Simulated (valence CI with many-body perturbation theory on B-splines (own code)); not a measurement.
## Level structure of Cs XLIII

Method: relativistic CI+MBPT: three valence electrons over a frozen Dirac-Fock core [Ne], a basis of 11 s, 11 p, 10 d, 8 f, 5 g, 2 h functions for each j, with the one-electron correlation potential Σ1, the two-electron term Σ2, the three-electron term Σ3, Breit, model QED; selected CI, second order for the rest, scaled by the run's own slope (own B-spline code, finite nucleus).

No measured spectrum was set against this ion. As an estimate, large intervals hold to a few tenths of a per cent, small ones and those within an open d or f shell to about a per cent.

Levels 91 to 135 of 156, with energies above the lowest level, (3s^2 3p1/2) J=1/2. "Leading %" is the weight of the configuration and term that name the level; weights of strongly mixed levels are sums over their largest components and can fall short. In the jj column 3d3/2^4 stands for four electrons in 3d with j = 3/2. Lifetimes count E1, E2, E3, M1 and M2 decay at the calculated energies, and are blank where another channel may lead or the interval is too uncertain; long ones can be off by a factor of two.

```tsv
No.	Configuration	Term	J	E (eV)	Leading %	Second component	Lifetime	Leading jj
91	3p3d²	⁴P°	1/2	707.63	47	27 % 3p3d² ⁴D°	6.19 ps	3p1/2 3d3/2 3d5/2 (100 %)
92	3p3d²	²H°	9/2	708.66	37	33 % 3p3d² ²G°	8.91 ps	3p1/2 3d3/2 3d5/2 (92 %)
93	3p3d²	⁴D°	5/2	722.12	29	26 % 3p3d² ⁴F°	2.26 ps	3p1/2 3d3/2 3d5/2 (94 %)
94	3p3d²	⁴D°	7/2	723.75	41	17 % 3p3d² ²F°	3.06 ps	3p1/2 3d3/2 3d5/2 (68 %)
95	3p3d²	⁴D°	3/2	728.82	31	16 % 3p3d² ²P°	2.15 ps	3p1/2 3d3/2 3d5/2 (91 %)
96	3p3d²	²H°	9/2	733.11	37	33 % 3p3d² ⁴G°	8.46 ps	3p1/2 3d5/2^2 (85 %)
97	3p3d²	²F°	7/2	733.83	41	34 % 3p3d² ²G°	4.45 ps	3p1/2 3d5/2^2 (69 %)
98	3p3d²	²F°	5/2	738.33	39	26 % 3p3d² ⁴D°	6.00 ps	3p1/2 3d5/2^2 (92 %)
99	3p3d²	⁴P°	3/2	738.74	30	23 % 3p3d² ²D°	4.40 ps	3p1/2 3d5/2^2 (95 %)
100	3p3d²	²P°	1/2	759.73	78	15 % 3p3d² ⁴D°	3.90 ps	3p1/2 3d5/2^2 (87 %)
101	3p3d²	⁴F°	3/2	778.61	32	19 % 3p3d² ⁴D°	1.44 ps	3p3/2 3d3/2^2 (94 %)
102	3p3d²	⁴F°	5/2	782.93	42	17 % 3p3d² ²F°	1.52 ps	3p3/2 3d3/2^2 (79 %)
103	3p3d²	⁴D°	1/2	784.59	78	16 % 3p3d² ²P°	1.40 ps	3p3/2 3d3/2^2 (95 %)
104	3p3d²	⁴F°	7/2	785.22	28	21 % 3p3d² ²G°	1.59 ps	3p3/2 3d3/2^2 (72 %)
105	3p3d²	⁴G°	9/2	788.25	44	32 % 3p3d² ⁴F°	2.43 ps	3p3/2 3d3/2 3d5/2 (95 %)
106	3p3d²	²F°	7/2	791.04	45	22 % 3p3d² ⁴F°	2.25 ps	3p3/2 3d3/2 3d5/2 (92 %)
107	3p3d²	⁴G°	11/2	791.33	85	15 % 3p3d² ²H°	3.86 ps	3p3/2 3d3/2 3d5/2 (57 %)
108	3p3d²	⁴D°	3/2	795.94	50	15 % 3p3d² ²D°	1.55 ps	3p3/2 3d3/2 3d5/2 (49 %)
109	3p3d²	⁴D°	5/2	798.05	44	32 % 3p3d² ⁴P°	2.29 ps	3p3/2 3d3/2 3d5/2 (92 %)
110	3p3d²	²S°	1/2	799.39	49	33 % 3p3d² ⁴P°	1.91 ps	3p3/2 3d3/2 3d5/2 (95 %)
111	3p3d²	²F°	5/2	802.74	54	33 % 3p3d² ⁴D°	1.88 ps	3p3/2 3d3/2 3d5/2 (91 %)
112	3p3d²	⁴D°	7/2	803.50	58	24 % 3p3d² ²F°	2.36 ps	3p3/2 3d3/2 3d5/2 (80 %)
113	3p3d²	⁴S°	3/2	804.03	33	26 % 3p3d² ⁴P°	1.54 ps	3p3/2 3d3/2 3d5/2 (68 %)
114	3p3d²	²D°	5/2	811.23	43	40 % 3p3d² ⁴P°	2.57 ps	3p3/2 3d5/2^2 (64 %)
115	3p3d²	²G°	7/2	812.28	42	25 % 3p3d² ⁴D°	2.01 ps	3p3/2 3d3/2 3d5/2 (56 %)
116	3p3d²	²H°	11/2	814.21	85	15 % 3p3d² ⁴G°	4.32 ps	3p3/2 3d5/2^2 (57 %)
117	3p3d²	²G°	9/2	814.56	59	21 % 3p3d² ²H°	2.71 ps	3p3/2 3d5/2^2 (60 %)
118	3p3d²	²D°	3/2	817.40	43	38 % 3p3d² ²P°	1.72 ps	3p3/2 3d3/2 3d5/2 (84 %)
119	3p3d²	²F°	7/2	821.44	58	23 % 3p3d² ⁴D°	2.70 ps	3p3/2 3d5/2^2 (62 %)
120	3p3d²	²D°	5/2	822.45	72	12 % 3p3d² ²F°	1.72 ps	3p3/2 3d3/2 3d5/2 (60 %)
121	3p3d²	²P°	1/2	825.30	79	10 % 3p3d² ⁴D°	1.95 ps	3p3/2 3d5/2^2 (66 %)
122	3p3d²	²G°	9/2	825.53	72	25 % 3p3d² ⁴F°	2.09 ps	3p3/2 3d3/2 3d5/2 (58 %)
123	3p3d²	²D°	3/2	829.58	60	12 % 3p3d² ⁴S°	1.49 ps	3p3/2 3d3/2 3d5/2 (74 %)
124	3p3d²	²F°	5/2	831.08	84	11 % 3p3d² ²D°	1.88 ps	3p3/2 3d3/2 3d5/2 (89 %)
125	3p3d²	²P°	1/2	842.18	89	6 % 3p3d² ⁴D°	1.67 ps	3p3/2 3d3/2 3d5/2 (65 %)
126	3p3d²	²F°	7/2	844.18	55	34 % 3p3d² ²G°	2.16 ps	3p3/2 3d5/2^2 (84 %)
127	3p3d²	²P°	3/2	844.30	79	8 % 3p3d² ²D°	2.87 ps	3p3/2 3d5/2^2 (94 %)
128	3p3d²	²D°	5/2	846.05	70	11 % 3p3d² ²F°	2.23 ps	3p3/2 3d5/2^2 (88 %)
129	3p3d²	²P°	3/2	859.12	61	22 % 3p3d² ²D°	1.74 ps	3p3/2 3d5/2^2 (81 %)
130	3d³	⁴F	3/2	933.22	66	26 % 3d³ ²D	1.37 ps	3d3/2^3 (88 %)
131	3d³	⁴F	5/2	946.78	90	9 % 3d³ ²D	1.72 ps	3d3/2^2 3d5/2 (95 %)
132	3d³	⁴F	7/2	952.94	57	35 % 3d³ ²G	1.90 ps	3d3/2^2 3d5/2 (82 %)
133	3d³	⁴P	3/2	954.04	44	31 % 3d³ ²P	1.55 ps	3d3/2^2 3d5/2 (90 %)
134	3d³	²G	9/2	954.06	42	35 % 3d³ ²H	2.05 ps	3d3/2^2 3d5/2 (94 %)
135	3d³	⁴P	1/2	957.56	66	33 % 3d³ ²P	1.56 ps	3d3/2^2 3d5/2 (98 %)
```
